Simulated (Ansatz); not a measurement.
Computed with Ansatz.

A structure relaxed at PBE0-D4/def2-TZVP, charge 0, multiplicity 1:

```json
{"atom": "N1", "x (Å)": "-1.603", "y (Å)": "0.603", "z (Å)": "1.960"}
{"atom": "C2", "x (Å)": "-0.894", "y (Å)": "0.334", "z (Å)": "1.093"}
{"atom": "Sn3", "x (Å)": "0.407", "y (Å)": "-0.153", "z (Å)": "-0.498"}
{"atom": "H4", "x (Å)": "-0.551", "y (Å)": "-0.910", "z (Å)": "-1.674"}
{"atom": "H5", "x (Å)": "1.061", "y (Å)": "1.316", "z (Å)": "-1.035"}
{"atom": "H6", "x (Å)": "1.580", "y (Å)": "-1.189", "z (Å)": "0.155"}
```

Q: Give its formula and SMILES.

A: CH3NSn, `N#[C][SnH3]`.

Q: Point group (tolerance 0.08 Å, 0.16 Å for H)?

A: C3v.

Q: Summarise the bond lengths by kind.

A: 1 × C–N 1.152 Å; 1 × C–Sn 2.112 Å; 3 × H–Sn 1.695 Å.
